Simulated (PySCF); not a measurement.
C₃H₂O, SMILES C#CC=O. Geometry: PBE-D3(BJ)/def2-SVP.

Q: Give the equilibrium geometry at PBE-D3(BJ)/def2-SVP (PySCF confirms it by a frequency run) as Cartesian coordinates in Å, and its point group. (An estimate is asked for; the answer gives what the named calculation found.)

A: point group Cs.
```xyz
6

C     -0.1364    -1.8863     0.0000
C      0.0931    -0.6824     0.0000
C      0.4116     0.7347     0.0000
O     -0.4216     1.6245     0.0000
H     -0.3574    -2.9460     0.0000
H      1.5197     0.9535     0.0000
```
